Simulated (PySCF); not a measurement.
A calculated (UHF, PySCF 2.14, Sapporo-DZP-2012, scalar relativity by spin-free X2C-1e) atom or ion has these occupied shells.

| shell | electrons | orbital energy (eV) | rms radius, mean of both spins (bohr) |
| --- | --- | --- | --- |
| 1s α | 1 | -444.42 | 0.265 |
| 1s β | 1 | -442.43 | 0.265 |
| 2s α | 1 | -44.250 | 1.38 |
| 2s β | 1 | -35.658 | 1.38 |
| 2p α | 2 | -30.341 | 1.40 |

(1) Name the element and its charge.

## Answers

(1) N⁺ (nitrogen, charge +1), in [He] 2s2 2p2, high-spin 3P determinant.
